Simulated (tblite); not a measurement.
Species: C₆H₇F₂S (doublet state).
Structure used (GFN2-xTB), in Å, numbered top down from 1:
```xyz
16
C6H7F2S angstrom
C      2.475    0.313   -0.152
S      1.310    0.340    1.245
C     -0.204    0.119    0.339
C     -1.623    0.119    0.859
C     -1.831   -0.125   -0.622
C     -0.749    0.958   -0.859
C     -0.667   -1.108   -0.486
F     -0.877   -2.282    0.145
F      0.043   -1.441   -1.603
H      2.351   -0.609   -0.712
H      2.308    1.180   -0.783
H      3.469    0.353    0.282
H     -2.028   -0.411    1.699
H     -2.751   -0.273   -1.166
H     -0.194    0.903   -1.792
H     -1.039    1.973   -0.610
```

Method: GFN2-xTB as coded in tblite; computed harmonic values from a numerical Hessian at the method's own geometry, unscaled. This tight-binding method is rough: wavenumbers can miss measured ones by several per cent, in bad cases by 10 to 20. One conformer, not necessarily the lowest. Open shells enter through the occupations alone, without spin polarisation, and single modes of such species can be off by tens of per cent.

Harmonic wavenumbers (cm⁻¹): 42.7, 138.8, 148.2, 177.6, 221.4, 267.0, 340.4, 406.4, 422.6, 472.4, 532.2, 559.6, 681.5, 726.9, 748.2, 806.6, 885.0, 941.9, 945.3, 950.5, 965.4, 998.3, 1005.5, 1014.4, 1050.2, 1082.4, 1109.6, 1156.0, 1193.6, 1203.0, 1277.3, 1316.0, 1443.3, 1447.6, 1480.7, 3016.4, 3031.8, 3046.3, 3047.9, 3066.5, 3072.0, 3120.2.

A = 2101, B = 1221, C = 1108 MHz; mass 149.024 u (most abundant isotopes); point group C1, symmetry number 1; spin multiplicity 2.

Question: What is the zero-point energy?

Answer: ½Σν̃ = 24780 cm⁻¹ = 70.85 kcal/mol.

Question: Entropy at 273.15 K, 1 bar (ideal gas, RRHO, classical rotation)?

Answer: Translation 40.50, rotation 28.85, vibration 21.48, spin (R ln 2) 1.38: S = 92.2 cal/(mol K).

Question: And Cp and H(273.15 K) − H(0)?

Answer: Cp = 33.22 cal/(mol K), of which vibrations give 25.27 (their classical limit is 42 R = 83.5); H(273.15 K) − H(0) = 5.43 kcal/mol without the zero-point energy, 3.26 from vibrations.

Question: Which modes carry the vibrational entropy at 273.15 K?

Answer: 42.7 cm⁻¹: 4.96; 138.8 cm⁻¹: 2.65; 148.2 cm⁻¹: 2.53; 177.6 cm⁻¹: 2.19; 221.4 cm⁻¹: 1.79; 267.0 cm⁻¹: 1.47 cal/(mol K); the other 36 give 5.90 together.

Question: Blend soft modes into free rotors: weight 1/[1 + (100 cm⁻¹/ν̃)⁴] for the oscillator and the rest for a rotor with moment μB/(μ + B), μ = h/(8π²ν), B = 10⁻⁴⁴ kg m². What vibrational entropy results?

Answer: 20.14 cal/(mol K) in place of 21.48, which changes −T·S at 273.15 K by +0.37 kcal/mol.

Hindered rotation and anharmonicity are outside this model. Other conformers, if any are populated, would add a mixing term that is left out. The structure is chiral; the term R ln 2 for an equal mix with its mirror image is left out.

Hardware: an Arm Neoverse N1 with one thread (shared host). The figure is for the frequency step alone.
